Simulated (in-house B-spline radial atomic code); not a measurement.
A fraction x of an electron is removed from 4d in the palladium ion Pd⁵⁺, starting from [Kr] 4d5 and keeping the highest spin. Level of theory: non-relativistic B97-1, spin-polarised, spherical fractional occupations, point nucleus; calculated with a B-spline radial code for spherical atoms.

Caution: exact exchange at fractional occupations of open shells leaves self-interaction of up to several eV.

```csv
x,E(x) - E(0) (eV),4d up level (eV)
0,0.0000,-78.517
0.11,8.7372,-80.344
0.15,11.9643,-81.010
0.31,25.1401,-83.691
0.43,35.3043,-85.714
0.5,41.3458,-86.900
0.51,42.2156,-87.070
0.63,52.7865,-89.113
0.82,70.0269,-92.370
1,86.9332,-95.482
```

The exact functional would give a straight line between the two integer points. Deviations E(x) - E(0) - x[E(1) - E(0)], in eV: -0.825 at x = 0.11, -1.076 at x = 0.15, -1.809 at x = 0.31, -2.077 at x = 0.43, -2.121 at x = 0.5, -2.12 at x = 0.51, -1.981 at x = 0.63, -1.258 at x = 0.82.

The curve lies below the straight line by up to 2.121 eV (at x = 0.5): convex, the delocalisation error, to which spherically averaged exact exchange adds.

How well does Slater's transition state (minus the level at half occupation) give the ionisation energy?

It gives 86.900 eV against 86.933 eV from the two total energies; NIST lists 84.10 eV, ground level to ground level. The end point has an open shell averaged over its orbitals, so its exact exchange keeps a self-interaction and this is no true integer point.
